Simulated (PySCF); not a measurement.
C5H10S, SMILES CC/C=C\SC, GFN2-xTB optimised geometry.

```
16

C      1.44    -0.94     0.00
C     -0.09    -0.94     0.00
C     -0.63     0.45     0.00
C     -1.46     0.94    -0.91
S     -2.09     0.03    -2.28
C     -3.07     1.34    -3.07
H      1.82    -0.41     0.87
H      1.82    -1.96     0.02
H      1.82    -0.44    -0.89
H     -0.44    -1.46     0.89
H     -0.46    -1.47    -0.88
H     -0.30     1.09     0.81
H     -1.82     1.96    -0.87
H     -2.42     2.16    -3.37
H     -3.53     0.90    -3.95
H     -3.84     1.69    -2.39
```

Density from PySCF with B3LYP/def2-TZVP at that geometry.

Minimum of the electron density along straight lines between bonded atoms, close to the bond critical point (lines longer than 1.1 times the sum of covalent radii, or with two minima, are not listed):

```
bond    length / Å  ρ at the minimum / e bohr⁻³  ∇²ρ there / e bohr⁻⁵  position (fraction from the first atom)
------  ----------  ---------------------------  --------------------  ---------------------------------------
C1–C2        1.528                        0.245                 -0.60                                     0.50
C2–C3        1.493                        0.264                 -0.70                                     0.49
C3–C4        1.325                        0.357                 -1.10                                     0.49
C4–S5        1.762                        0.202                 -0.39                                     0.48
S5–C6        1.817                        0.181                 -0.30                                     0.53
C1–H7        1.088                        0.280                 -0.96                                     0.64
C1–H8        1.087                        0.281                 -0.97                                     0.64
C1–H9        1.088                        0.282                 -0.97                                     0.64
C2–H10       1.094                        0.278                 -0.95                                     0.64
C2–H11       1.092                        0.281                 -0.97                                     0.64
C3–H12       1.082                        0.285                 -1.00                                     0.64
C4–H13       1.079                        0.289                 -1.03                                     0.65
C6–H14       1.087                        0.284                 -0.99                                     0.64
C6–H15       1.085                        0.284                 -0.99                                     0.64
C6–H16       1.087                        0.284                 -0.99                                     0.64
```
